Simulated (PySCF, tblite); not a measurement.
Isomers of C7H10O2Si, one GFN2-xTB conformer each. Single-point energies are computed at PBE0/pcSseg-1 (PySCF, gas phase, no added dispersion term), electronic only.

| SMILES | GFN2-xTB relative energy (kJ/mol) |
| --- | --- |
| C=CO[SiH2]CC(=O)C#CC | 0.0 |
| C=CCC1=COC(=O)[SiH2]C1 | 24.8 |

Conformers: `[CH2:1]=[CH:2][O:3][SiH2:4][CH2:5][C:6](=[O:7])[C:8]#[C:9][CH3:10]` with C1–C2–O3–Si4 -174°, C2–O3–Si4–C5 -176°, O3–Si4–C5–C6 177°, Si4–C5–C6–O7 83°; `[CH2:1]=[CH:2][CH2:3][C:4]1=[CH:5][O:6][C:7](=[O:8])[SiH2:9][CH2:10]1` with C1–C2–C3–C4 115°, C2–C3–C4–C5 106°, C4–C5–O6–C7 -17°, C5–O6–C7–O8 179°, O6–C7–Si9–C10 26°, C7–Si9–C10–C4 -37°.

What does PBE0/pcSseg-1 give for the same structures?

```json
{"SMILES": "C=CCC1=COC(=O)[SiH2]C1", "PBE0/pcSseg-1 E (Eh)": "-711.99400", "PBE0/pcSseg-1 (kJ/mol)": "0.0", "GFN2-xTB (kJ/mol)": "24.8", "point group": "C1"}
{"SMILES": "C=CO[SiH2]CC(=O)C#CC", "PBE0/pcSseg-1 E (Eh)": "-711.97207", "PBE0/pcSseg-1 (kJ/mol)": "57.6", "GFN2-xTB (kJ/mol)": "0.0", "point group": "C1"}
```

GFN2-xTB puts C=CO[SiH2]CC(=O)C#CC lowest instead. As drawn, the lower has a C(=O)–O unit, which the higher lacks; the higher has a C≡C bond and an Si–O bond, which the lower lacks.

Which frontier levels, dipoles and rotational constants go with these structures?

| SMILES | HOMO (eV, PBE0/pcSseg-1) | LUMO (eV) | dipole (D) | A, B, C (MHz) |
| --- | --- | --- | --- | --- |
| C=CCC1=COC(=O)[SiH2]C1 | -7.02 | -0.99 | 4.37 | 2541, 632.1, 547.4 |
| C=CO[SiH2]CC(=O)C#CC | -7.02 | -1.47 | 3.73 | 2158, 439.2, 386.8 |

What happens when harmonic zero-point energies from GFN2-xTB frequencies are added?

```json
{"SMILES": "C=CCC1=COC(=O)[SiH2]C1", "ZPE (kJ/mol)": "389.2", "electronic (kJ/mol)": "0.0", "with ZPE (kJ/mol)": "0.0"}
{"SMILES": "C=CO[SiH2]CC(=O)C#CC", "ZPE (kJ/mol)": "380.2", "electronic (kJ/mol)": "57.6", "with ZPE (kJ/mol)": "48.5"}
```

The zero-point energies span 9.0 kJ/mol. The order is unchanged.
